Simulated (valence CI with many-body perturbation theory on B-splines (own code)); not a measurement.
## Basis-set convergence for Cs⁴²⁺

Computed by relativistic CI+MBPT: three valence electrons over a frozen Dirac-Fock core [Ne], radial functions for each j: 9 s, 9 p, 8 d, 6 f, 3 g, 1 h, with the one-electron correlation potential Σ1, the two-electron term Σ2, the three-electron term Σ3, Breit, model QED; selected CI, second order for the rest, scaled by the run's own slope (own B-spline code, finite nucleus).

No measured spectrum was set against this ion. As an estimate, large intervals hold to a few tenths of a per cent, small ones and those within an open d or f shell to about a per cent.

The reference run has the lowest level (3s^2 3p1/2) J=1/2 and an ionisation energy of 3214.98 eV. Its largest variational space holds 8799 state functions.

Levels are named by their leading jj configuration (3d3/2^4 stands for four electrons in 3d with j = 3/2), which in mixed levels can hold well under half, so a name can repeat and another be missing. Letters in brackets count levels of one name in rising energy.

Changed runs:
A. basis 6 s, 6 p, 5 d, 3 f, 1 g
B. basis 5 s, 5 p, 4 d, 2 f

Excitation energies of the reference run in cm⁻¹, and shifts in cm⁻¹:

```
                     Level  Reference       A      B
        (3s^2 3p3/2) J=3/2     725621     -18    -41
        (3s 3p1/2^2) J=1/2     841992     -32   -108
(3s 3p1/2 3p3/2) J=3/2 [a]    1421630    -148   -455
    (3s 3p1/2 3p3/2) J=5/2    1514480     -46   -132
(3s 3p1/2 3p3/2) J=3/2 [b]    1641560     +23    +77
    (3s 3p1/2 3p3/2) J=1/2    1707150     +70   +253
        (3s^2 3d3/2) J=3/2    2007250    +275   +877
        (3s^2 3d5/2) J=5/2    2077700     +38    +55
        (3s 3p3/2^2) J=5/2    2288670    +163   +605
        (3s 3p3/2^2) J=1/2    2436870    +119   +402
        (3s 3p3/2^2) J=3/2    2477000    +117   +445
     (3p1/2^2 3p3/2) J=3/2    2497520     -24    -87
    Ionisation energy (eV)    3214.98  -0.018  -0.06
```
